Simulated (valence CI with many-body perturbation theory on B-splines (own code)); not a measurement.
# E1 transitions of Tb LI

Calculated by relativistic CI+MBPT: five valence electrons over a frozen Dirac-Fock core [Ne], radial functions for each j: 9 s, 9 p, 8 d, 6 f, 3 g, 1 h, with the one-electron correlation potential Σ1, the two-electron term Σ2, the three-electron term Σ3, Breit, model QED; selected CI, second order for the rest (own B-spline code, finite nucleus).

No measured spectrum was set against this ion. As an estimate, large intervals hold to a few tenths of a per cent, small ones and those within an open d or f shell to about a per cent. Among the levels kept, up to 600 cm⁻¹ of a level comes from second order outside the variational space, and about a tenth of that is noise between levels of different J, which matters for small intervals.

Lines 1 to 50 of 209 in falling wavelength, among levels below 4976.6 × 10³ cm⁻¹, chosen from the strongest by gf and those to the six lowest levels. Wavelengths and rates use the calculated energies. Electric multipoles are in the length gauge, E1 and E2 with the static RPA response of the core. Weak lines are less certain than strong ones. Lines between different terms over intervals too small for the method are left out, as are lines whose strength nearly cancels. The highest levels of a list are the least certain.

Levels are named by their leading jj configuration (3d3/2^4 stands for four electrons in 3d with j = 3/2), which in mixed levels can hold well under half, so a name can repeat and another be missing. Letters in brackets count levels of one name in rising energy.

```csv
λ vac (Å),Upper,Lower,A (s⁻¹),log gf,Branch %
3109,(3s^2 3p1/2^2 3d3/2) J=3/2,(3s^2 3p1/2 3p3/2^2) J=5/2,6.27e+03,-4.44,0.0
1390,(3s^2 3p1/2 3p3/2^2) J=1/2,(3s^2 3p1/2^2 3d3/2) J=3/2,1.38e+01,-8.10,0.0
871.3,(3s^2 3p1/2^2 3d3/2) J=3/2,(3s^2 3p1/2 3p3/2^2) J=3/2,2.32e+03,-5.98,0.0
214.5,(3s^2 3p1/2^2 3d5/2) J=5/2,(3s^2 3p1/2 3p3/2^2) J=5/2,1.11e+07,-3.34,0.0
182.2,(3s^2 3p1/2^2 3d5/2) J=5/2,(3s^2 3p1/2 3p3/2^2) J=3/2,1.46e+07,-3.36,0.0
128.2,(3s 3p1/2^2 3p3/2 3d3/2) J=5/2 [a],(3s^2 3p1/2 3p3/2 3d3/2) J=3/2 [b],1.31e+09,-1.71,4.9
125.9,(3s 3p1/2^2 3p3/2 3d3/2) J=3/2 [a],(3s^2 3p1/2 3p3/2 3d3/2) J=1/2 [b],4.47e+08,-2.37,0.9
110.5,(3s 3p1/2^2 3p3/2 3d3/2) J=7/2,(3s^2 3p1/2 3p3/2 3d3/2) J=5/2 [b],4.72e+09,-1.16,19.5
103.1,(3s 3p1/2^2 3p3/2 3d3/2) J=3/2 [b],(3s^2 3p1/2 3p3/2 3d3/2) J=1/2 [b],1.67e+09,-1.97,0.6
102.9,(3s 3p1/2^2 3p3/2 3d3/2) J=3/2 [b],(3s^2 3p1/2 3p3/2 3d3/2) J=3/2 [b],3.53e+09,-1.65,1.3
100.6,(3s 3p1/2^2 3p3/2 3d5/2) J=3/2 [a],(3s^2 3p1/2 3p3/2 3d5/2) J=3/2 [b],5.94e+08,-2.44,0.4
96.93,(3s 3p1/2^2 3p3/2 3d3/2) J=3/2 [b],(3s^2 3p1/2 3p3/2 3d3/2) J=5/2 [b],1.11e+09,-2.20,0.4
96.07,(3s 3p1/2^2 3p3/2 3d5/2) J=9/2,(3s^2 3p1/2 3p3/2 3d5/2) J=9/2,6.92e+09,-1.02,28.2
96.06,(3s 3p1/2^2 3p3/2 3d3/2) J=5/2 [a],(3s^2 3p1/2 3p3/2 3d3/2) J=7/2,1.74e+09,-1.84,6.5
95.82,(3s 3p1/2^2 3p3/2 3d5/2) J=7/2 [a],(3s^2 3p1/2 3p3/2 3d5/2) J=5/2 [b],6.52e+09,-1.14,3.4
95.42,(3s 3p1/2^2 3p3/2 3d5/2) J=7/2 [a],(3s^2 3p1/2 3p3/2 3d5/2) J=7/2 [b],4.43e+09,-1.31,2.3
93.75,(3s 3p1/2^2 3p3/2 3d3/2) J=5/2 [b],(3s^2 3p1/2 3p3/2 3d3/2) J=3/2 [b],1.08e+09,-2.07,0.2
93.56,(3s 3p1/2^2 3p3/2^2) J=5/2,(3s^2 3p1/2 3p3/2^2) J=5/2,6.42e+09,-1.30,4.2
91.51,(3s 3p1/2^2 3p3/2 3d3/2) J=1/2 [b],(3s^2 3p1/2 3p3/2 3d3/2) J=1/2 [b],8.16e+09,-1.69,1.5
91.41,(3s 3p1/2^2 3p3/2 3d3/2) J=1/2 [b],(3s^2 3p1/2 3p3/2 3d3/2) J=3/2 [b],2.83e+09,-2.15,0.5
90.77,(3s^2 3p3/2^3) J=3/2,(3s^2 3p1/2^2 3d5/2) J=5/2,1.67e+06,-5.08,1.2
90.44,(3s 3p1/2^2 3p3/2 3d3/2) J=7/2,(3s^2 3p1/2 3p3/2 3d3/2) J=7/2,8.86e+09,-1.06,36.7
90.41,(3s 3p1/2^2 3p3/2 3d3/2) J=5/2 [a],(3s^2 3p1/2 3p3/2 3d3/2) J=3/2 [a],2.13e+09,-1.81,7.9
89.27,(3s 3p1/2^2 3p3/2 3d3/2) J=3/2 [a],(3s^2 3p1/2 3p3/2 3d3/2) J=1/2 [a],2.00e+09,-2.02,4.1
89.16,(3s 3p1/2^2 3p3/2 3d3/2) J=3/2 [a],(3s^2 3p1/2 3p3/2 3d3/2) J=3/2 [a],6.54e+09,-1.51,13.6
88.91,(3s 3p1/2^2 3p3/2 3d3/2) J=5/2 [a],(3s^2 3p1/2 3p3/2 3d3/2) J=5/2 [a],9.26e+09,-1.18,34.5
88.75,(3s 3p1/2^2 3p3/2 3d3/2) J=5/2 [b],(3s^2 3p1/2 3p3/2 3d3/2) J=5/2 [b],4.81e+09,-1.47,1.0
88.48,(3s 3p1/2^2 3p3/2 3d5/2) J=9/2,(3s^2 3p1/2 3p3/2 3d5/2) J=7/2 [a],1.75e+10,-0.69,71.4
88.33,(3s 3p1/2^2 3p3/2 3d3/2) J=1/2 [a],(3s^2 3p1/2 3p3/2 3d3/2) J=1/2 [a],1.12e+10,-1.58,44.4
88.22,(3s 3p1/2^2 3p3/2 3d3/2) J=1/2 [a],(3s^2 3p1/2 3p3/2 3d3/2) J=3/2 [a],5.99e+09,-1.85,23.9
88.18,(3s 3p1/2^2 3p3/2 3d5/2) J=1/2,(3s^2 3p1/2 3p3/2 3d5/2) J=1/2,1.98e+09,-2.34,0.9
87.70,(3s 3p1/2^2 3p3/2 3d3/2) J=3/2 [a],(3s^2 3p1/2 3p3/2 3d3/2) J=5/2 [a],7.68e+09,-1.45,15.9
87.55,(3s 3p1/2^2 3p3/2 3d5/2) J=5/2 [a],(3s^2 3p1/2 3p3/2 3d5/2) J=5/2 [a],1.09e+10,-1.12,5.6
86.85,(3s 3p1/2^2 3p3/2^2) J=5/2,(3s^2 3p1/2 3p3/2^2) J=3/2,1.04e+10,-1.15,6.7
86.31,(3s 3p1/2^2 3p3/2 3d5/2) J=1/2,(3s^2 3p1/2 3p3/2 3d5/2) J=3/2 [b],1.89e+10,-1.37,9.0
86.16,(3s 3p1/2^2 3p3/2 3d5/2) J=7/2 [b],(3s^2 3p1/2 3p3/2 3d5/2) J=5/2 [b],6.14e+09,-1.26,1.2
86.04,(3s 3p1/2 3p3/2^3) J=5/2,(3s^2 3p3/2^3) J=3/2,1.10e+10,-1.13,2.3
85.84,(3s 3p1/2^2 3p3/2 3d5/2) J=7/2 [b],(3s^2 3p1/2 3p3/2 3d5/2) J=7/2 [b],3.35e+09,-1.53,0.7
85.39,(3s 3p1/2^2 3p3/2^2) J=3/2,(3s^2 3p1/2 3p3/2^2) J=1/2,1.34e+06,-5.23,0.0
85.28,(3s 3p1/2^2 3p3/2 3d5/2) J=5/2 [a],(3s^2 3p1/2 3p3/2 3d5/2) J=3/2 [a],1.55e+10,-1.00,8.0
85.13,(3s 3p1/2^2 3p3/2^2) J=1/2,(3s^2 3p1/2 3p3/2^2) J=1/2,2.24e+10,-1.31,8.3
84.36,(3s 3p1/2^2 3p3/2 3d5/2) J=3/2 [b],(3s^2 3p1/2 3p3/2 3d5/2) J=1/2,1.38e+10,-1.23,2.5
84.07,(3s 3p1/2^2 3p3/2 3d3/2) J=7/2,(3s^2 3p1/2 3p3/2 3d3/2) J=5/2 [a],2.30e+09,-1.71,9.5
82.93,(3s 3p1/2^2 3p3/2 3d5/2) J=7/2 [a],(3s^2 3p1/2 3p3/2 3d5/2) J=5/2 [a],4.44e+08,-2.44,0.2
82.64,(3s 3p1/2^2 3p3/2 3d5/2) J=3/2 [b],(3s^2 3p1/2 3p3/2 3d5/2) J=3/2 [b],1.70e+10,-1.16,3.1
82.63,(3s 3p1/2^2 3p3/2 3d5/2) J=3/2 [a],(3s^2 3p1/2 3p3/2 3d5/2) J=5/2 [a],1.76e+10,-1.14,12.0
82.36,(3s 3p1/2^2 3p3/2 3d5/2) J=7/2 [a],(3s^2 3p1/2 3p3/2 3d5/2) J=9/2,5.06e+09,-1.39,2.7
80.61,(3s 3p1/2^2 3p3/2 3d5/2) J=3/2 [a],(3s^2 3p1/2 3p3/2 3d5/2) J=3/2 [a],5.98e+09,-1.63,4.1
79.85,(3s 3p1/2^2 3p3/2 3d5/2) J=5/2 [b],(3s^2 3p1/2 3p3/2 3d5/2) J=5/2 [b],9.35e+09,-1.27,1.8
79.58,(3s 3p1/2^2 3p3/2 3d5/2) J=5/2 [b],(3s^2 3p1/2 3p3/2 3d5/2) J=7/2 [b],2.45e+10,-0.85,4.7
```
